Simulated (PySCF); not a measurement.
# Where the electron goes

Species: CH₅NSSi.
Structure used (GFN2-xTB), in Å, numbered top down from 1:
```
atom  x, y, z in Å
N1     2.0332    0.3314   -0.2155
C2     0.9835    0.2236    0.4671
Si3   -0.6326   -0.6901    0.0278
S4    -2.2466    0.7234    0.1800
H5     2.0172   -0.1366   -1.1220
H6     1.0209    0.7325    1.4312
H7    -0.5627   -1.1909   -1.3423
H8    -0.9406   -1.7043    1.0203
H9    -1.6587    1.7169   -0.4718
```

Method: TDDFT CAM-B3LYP/def2-SVPD, vertical, gas phase, core orbitals frozen in the response in PySCF.

Kohn–Sham orbitals with the atoms that hold most of them (Löwdin shares over 4%, at most four atoms; ? is withheld):

```csv
orbital,ε (eV),atoms
LUMO+2,1.01,"Si3 24%, S4 23%, C2 12%, H8 10%"
LUMO+1,0.94,"S4 33%, Si3 27%, H9 13%, C2 9%"
LUMO,-0.17,?
HOMO,-8.60,?
HOMO-1,-9.16,"S4 58%, N1 15%, Si3 10%, H9 5%"
HOMO-2,-10.71,"S4 46%, N1 18%, C2 13%, Si3 12%"
HOMO-3,-11.50,"N1 25%, C2 21%, S4 18%, Si3 15%"
```

Question: Which atoms hold the LUMO, and with what shares?

Answer: N1 (bonded to C and H) 30%; C2 (bonded to N, Si and H) 27%; Si3 (bonded to C, S and 2 H) 16%; S4 (bonded to Si and H) 13%.

Question: Give the leading atoms of the HOMO.

Answer: N1 (bonded to C and H) 36%; S4 (bonded to Si and H) 23%; C2 (bonded to N, Si and H) 16%; Si3 (bonded to C, S and 2 H) 10%.

Question: The HOMO–LUMO gap is 8.43 eV. Where does the response calculation put the lowest singlet, and from which orbitals?

Answer: S1 is at 4.20 eV (f = 0.0006), 4.23 eV below the gap, made of HOMO→LUMO (77%), HOMO-1→LUMO (12%). 

Question: One configuration dominates each of S1 and S2. Which, and how do the shares of the two leading atoms of either orbital change from the occupied to the empty one?

Answer: 
- S1 (4.20 eV, f 0.0006), HOMO→LUMO (77%): N1 36% → 30%, S4 23% → 13%, C2 16% → 27%
- S2 (5.82 eV, f 0.024), HOMO-1→LUMO (72%): S4 58% → 13%, N1 15% → 30%, C2 at most 6% → 27%

Löwdin shares depend on the basis, the more so with diffuse functions.

One conformer stands for the species.
